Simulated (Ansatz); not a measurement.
Reaction (redistribution): `[F][Zr]([F])([F])[Cl]` + `S[Si](Cl)(Cl)Cl` → `[F][Zr]([F])([F])[SH]` + silicon tetrachloride

Gas-phase electronic energies from Ansatz, PBE0-D4/def2-TZVP geometries. CBS: MP2 limit from def2 TZ/QZ plus the TZ coupled-cluster correction, frozen cores. Functionals use def2-TZVPP. HSE06 is defined as in plane-wave codes. Elements past krypton have def2 core potentials. For Zr outer-core shells are correlated without core-valence functions, which leaves a few kJ/mol of doubt a bond. One conformer a species, not always the lowest.

`[F][Zr]([F])([F])[Cl]`:

```xyz
5

F    -0.531    0.872    1.622
Zr   -0.019    0.079   -0.012
F    -1.443    0.226   -1.241
F     1.482    0.996   -0.697
Cl    0.511   -2.174    0.327
```

`S[Si](Cl)(Cl)Cl`:

Z-matrix (Å, degrees):
```
Si
Cl 1 2.027
Cl 1 2.033 2 109.6
S 1 2.105 2 106.1 3 121.4
Cl 1 2.033 2 109.6 3 -117.3
H 4 1.346 1 93.0 2 180.0
```

`[F][Zr]([F])([F])[SH]`:

Cartesian coordinates in Å:
```
F -1.677 -0.702 -1.411
Zr -0.548 -0.134 -0.008
F -1.172 1.469 0.780
F -0.434 -1.428 1.369
S 1.666 0.231 -0.969
H 2.164 0.565 0.239
```

`Cl[Si](Cl)(Cl)Cl`:

```xyz
5

Cl    0.812    0.464    1.792
Si    0.000    0.000    0.000
Cl    0.324   -1.955   -0.400
Cl   -1.989    0.357    0.049
Cl    0.853    1.133   -1.441
```

(1) Is it downhill or uphill in electronic energy at CCSD(T)/CBS, and by how much? (Best estimate.)

(2) What do these levels give: HSE06-D4, B2PLYP, r2SCAN, r2SCANh, HSE06, MP2/CBS(def2)? (Best estimate.)

Largest T1 diagnostic among the species: 0.018.

## Answers

(1) Ansatz gave: Uphill: ΔE = +37.3 kJ/mol.

(2) Computed: HSE06-D4 38.6, B2PLYP 37.4, r2SCAN 37.8, r2SCANh 37.9, HSE06 37.9, MP2/CBS(def2) 37.6 kJ/mol.

In def2-TZVPP, CCSD(T) changes the Hartree–Fock value by −4.8 kJ/mol (the triples alone add −0.6 kJ/mol) and MP2 by −4.6 kJ/mol. Leaving LDA and LC-ωPBE aside and taking each functional with its dispersion term where it has one, the values, not all of them listed here, spread over 2.2 kJ/mol, from B2PLYP to BHLYP-D4.
